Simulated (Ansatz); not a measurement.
`C=C(Cl)[SiH2][SiH3]` + `OB(S)S` → `OB(S)[SiH2][SiH3]` + `C=C(S)Cl`  (formal exchange of groups at the Si–C bond)

Computed with Ansatz on PBE0-D4/def2-TZVP structures; ΔE is electronic, products minus reactants. CCSD(T)/CBS adds triple-zeta CCSD(T) − MP2 to the extrapolated MP2 energy (def2 sets, frozen cores). This one scheme is used for every species. Each species was taken in one conformer, which may not be the lowest.

`C=C(Cl)[SiH2][SiH3]`:

Z-matrix (Å, degrees):
```
Si
Si 1 2.341
C 1 1.873 2 110.0
H 1 1.489 2 110.9 3 -118.8
H 1 1.487 2 110.1 3 120.1
H 2 1.486 1 110.7 3 -64.3
H 2 1.488 1 109.5 3 175.7
H 2 1.487 1 109.7 3 56.4
Cl 3 1.743 1 114.2 2 61.0
C 3 1.326 1 125.8 2 -117.5
H 10 1.085 3 122.5 1 178.5
H 10 1.084 3 119.6 1 -1.6
```

`OB(S)S`:

Z-matrix (Å, degrees):
```
B
S 1 1.821
S 1 1.810 2 120.2
O 1 1.357 2 120.4 3 -180.0
H 2 1.341 1 97.0 3 0.0
H 3 1.343 1 95.3 2 -180.0
H 4 0.960 1 114.7 2 -0.0
```

`OB(S)[SiH2][SiH3]`:

Cartesian coordinates in Å:
```
O 1.107 -0.716 -2.049
B 0.885 -0.969 -0.736
S 2.227 -1.639 0.290
Si -0.919 -0.503 0.048
Si -0.913 1.759 0.654
H 1.991 -0.924 -2.369
H 1.528 -1.737 1.430
H -2.030 -0.748 -0.914
H -1.172 -1.310 1.277
H -2.212 2.165 1.256
H -0.656 2.611 -0.538
H 0.164 2.009 1.651
```

`C=C(S)Cl`:

Cartesian coordinates in Å:
```
C 0.757 -0.024 -0.869
C 0.023 0.114 0.227
S -1.091 -1.123 0.773
Cl 0.211 1.491 1.257
H 0.595 -0.869 -1.526
H 1.526 0.693 -1.120
H -2.020 -0.283 1.258
```

```csv
species,CCSD(T)/CBS(def2) energy (Eh)
`C=C(Cl)[SiH2][SiH3]`,-1118.22049
`OB(S)S`,-897.43428
`OB(S)[SiH2][SiH3]`,-1080.17827
`C=C(S)Cl`,-935.43076
```

(1) Work out ΔE.

Largest T1 diagnostic among the species: 0.014.

Answers

(1) ΔE = (-1080.17827) + (-935.43076) − (-1118.22049) − (-897.43428) = 0.04574 Eh = +1.24 eV.

In def2-TZVPP, CCSD(T) changes the Hartree–Fock value by −0.13 eV (the triples alone add −0.02 eV) and MP2 by −0.08 eV. From PBE to PBE0 (25 % exact exchange), in def2-TZVPP and without D4, ΔE moves by +0.08 eV.
